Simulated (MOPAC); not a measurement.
Job for MOPAC: PM3 on BeH2 (SMILES [BeH2]), a point of a bond scan (R = 3.591 Å).

```
PM3 1SCF PRECISE CHARGE=0 THREADS=1
BeH2

Be     0.00000000 1     0.00000000 1     0.00000000 1
H     -0.00000000 1    -0.00000000 1    -3.59123474 1
H      0.00000000 1     0.00000000 1     3.59123474 1
```

The log:

```
*******************************************************************************
 **                                                                           **
 **                              MOPAC v23.2.5                                **
 **                                                                           **
 *******************************************************************************
 ** MOPAC's Digital Object Identifier: https://doi.org/10.5281/zenodo.6511958 **
 **                                                                           **
 ** Please cite the open-source release paper for use of this MOPAC version:  **
 ** J. E. Moussa and J. J. P. Stewart (2026)                                  **
 ** MOPAC: An open-source semiempirical molecular orbital program             **
 ** J. Open Source Softw., 11(119), 8025, https://doi.org/10.21105/joss.08025 **
 *******************************************************************************

                              PM3 CALCULATION RESULTS

 *******************************************************************************
 *  PM3        - The PM3 Hamiltonian to be used
 *
 *
 *
 *                 CHARGE ON SYSTEM = 0
 *
 *
 *
 *  PRECISE    - TIGHTER CRITERIA TO BE USED
 *  1SCF       - DO 1 SCF AND THEN STOP
 *  THREADS=1  - MULTI-THREADING NOT USED
 *  T=         - A TIME OF 172800.0 SECONDS REQUESTED
 *  DUMP=N     - RESTART FILE WRITTEN EVERY 7200.0 SECONDS REQUESTED
 *******************************************************************************
PM3 1SCF PRECISE CHARGE=0 THREADS=1
 BeH2

   ATOM   CHEMICAL          X               Y               Z
  NUMBER   SYMBOL      (ANGSTROMS)     (ANGSTROMS)     (ANGSTROMS)

     1      Be          0.00000000  *   0.00000000  *   0.00000000  *
     2       H         -0.00000000  *  -0.00000000  *  -3.59123474  *
     3       H          0.00000000  *   0.00000000  *   3.59123474  *



          CARTESIAN COORDINATES

    NO.       ATOM           X           Y           Z

     1        Be          0.0000      0.0000      0.0000
     2         H         -0.0000     -0.0000     -3.5912
     3         H          0.0000      0.0000      3.5912

  H: (PM3): J. J. P. STEWART, J. COMP. CHEM. 10, 209 (1989).
 Be: (PM3): J. J. P. STEWART, J. COMP. CHEM. 10, 209 (1989).

           Empirical Formula: H2 Be  =     3 atoms



      MOLECULAR POINT GROUP   :   D*h


      RHF CALCULATION, NO. OF DOUBLY OCCUPIED LEVELS = 2


 -------------------------------------------------------------------------------
 PM3 1SCF PRECISE CHARGE=0 THREADS=1
 BeH2



     1SCF WAS SPECIFIED, SO BFGS WAS NOT USED
     SCF FIELD WAS ACHIEVED


                              PM3 CALCULATION
                                                       MOPAC v23.2.5 Linux




          FINAL HEAT OF FORMATION =        312.34457 KCAL/MOL =    1306.84967 KJ/MOL


          COSMO AREA              =         95.97 SQUARE ANGSTROMS
          COSMO VOLUME            =         66.65 CUBIC ANGSTROMS

          IONIZATION POTENTIAL    =          6.324110 EV
          HOMO LUMO ENERGIES (EV) =         -6.324 -3.721
          NO. OF FILLED LEVELS    =          2
          MOLECULAR WEIGHT        =         11.0280         POINT GROUP:  D*h

          MOLECULAR DIMENSIONS (Angstroms)

            Atom       Atom       Distance
            H     3    H     2     7.18247
            H     3    H     2     0.00000
           Be     1    H     2     0.00000


          SCF CALCULATIONS        =          1





   ATOM   CHEMICAL          X               Y               Z
  NUMBER   SYMBOL      (ANGSTROMS)     (ANGSTROMS)     (ANGSTROMS)

     1      Be          0.00000000  *   0.00000000  *   0.00000000  *
     2       H         -0.00000000  *  -0.00000000  *  -3.59123474  *
     3       H          0.00000000  *   0.00000000  *   3.59123474  *

                             CARTESIAN COORDINATES

   1   Be        0.000000000     0.000000000     0.000000000
   2    H       -0.000000000    -0.000000000    -3.591234740
   3    H        0.000000000     0.000000000     3.591234740


           Empirical Formula: H2 Be  =     3 atoms



      MOLECULAR POINT GROUP   :   D*h


                  EIGENVALUES
  -9.28156  -6.32411  -3.72081   0.60863   0.65259   0.65259


              NET ATOMIC CHARGES AND DIPOLE CONTRIBUTIONS

  ATOM NO.   TYPE          CHARGE      No. of ELECS.   s-Pop       p-Pop
    1         Be           0.286196        1.7138     1.68873     0.02507
    2          H          -0.143098        1.1431     1.14310
    3          H          -0.143098        1.1431     1.14310
 DIPOLE           X         Y         Z       TOTAL
 POINT-CHG.     0.000     0.000    -0.000     0.000
 HYBRID         0.000     0.000     0.000     0.000
 SUM            0.000     0.000    -0.000     0.000


          ATOMIC ORBITAL ELECTRON POPULATIONS

     Atom    s        px        py        pz
    1 Be   1.68873   0.00000   0.00000   0.02507
    2  H   1.14310
    3  H   1.14310

 **********************
 *                    *
 * JOB ENDED NORMALLY *
 *                    *
 **********************




 == MOPAC DONE ==
```

The run finished.

Cost: around 0.020 core-seconds (rough).
